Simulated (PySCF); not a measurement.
C₄H₆ClF, SMILES CC/C(F)=C/Cl. Geometry: PBE-D3(BJ)/def2-SVP. The structure was generated by enumeration; whether it is a known compound was not checked. Other conformers were not sampled.

Computed equilibrium geometry at PBE-D3(BJ)/def2-SVP (PySCF confirms it by a frequency run) as bond lengths and angles (one conformer of several):
Atoms: C1 C2 C3 F4 C5 Cl6 H7 H8 H9 H10 H11 H12. Bonded distances (Å): C1–C2 1.535, C1–H7 1.108, C1–H8 1.109, C1–H9 1.108, C2–C3 1.496, C2–H10 1.113, C2–H11 1.109, C3–F4 1.348, C3–C5 1.348, C5–Cl6 1.730, C5–H12 1.098. Bond angles (°): C2–C1–H7 110.7, C2–C1–H8 111.1, C2–C1–H9 110.9, H7–C1–H8 107.8, H7–C1–H9 108.0, H8–C1–H9 108.2, C1–C2–C3 113.0, C1–C2–H10 109.4, C1–C2–H11 111.0, C3–C2–H10 108.0, C3–C2–H11 108.6, H10–C2–H11 106.5, C2–C3–F4 113.8, C2–C3–C5 125.9, F4–C3–C5 120.3, C3–C5–Cl6 123.2, C3–C5–H12 121.1, Cl6–C5–H12 115.8.
Charge 0, spin multiplicity 1.
